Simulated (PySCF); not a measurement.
H6N2Sn, SMILES [NH2][SnH2][NH2]. Coordinates come from a PBE0-D3(BJ)/def2-SVP optimisation. The def2 effective core potentials stand for the cores of Sn; spin–orbit coupling is left out. Other conformers were not sampled.

These are PBE0-D3(BJ)/def2-SVP in PySCF values and carry that method's errors.

Harmonic wavenumbers (cm⁻¹): 122, 139, 194, 389, 493, 532, 549, 606, 619, 672, 694, 841, 864, 1539, 1543, 1907, 1950, 3550, 3552, 3652, 3652. Rotational constants (GHz): 10.75, 5.000, 3.731; symmetry number 1.

**Question.** Work out the zero-point energy and the ideal-gas rigid-rotor harmonic-oscillator thermochemistry at 298.15 K and 1 atm.

**Answer.** ZPE = ½ Σ hcν = ½ × 28060 cm⁻¹ = 167.83 kJ/mol. H − E(el) = 187.08 kJ/mol. Entropy in J/(mol K): translation 171.47, rotation 104.12, vibration 53.39, total 328.98. G − E(el) = 88.99 kJ/mol. Cp = 99.39 J/(mol K). Modes under 150 cm⁻¹ make the vibrational entropy uncertain.
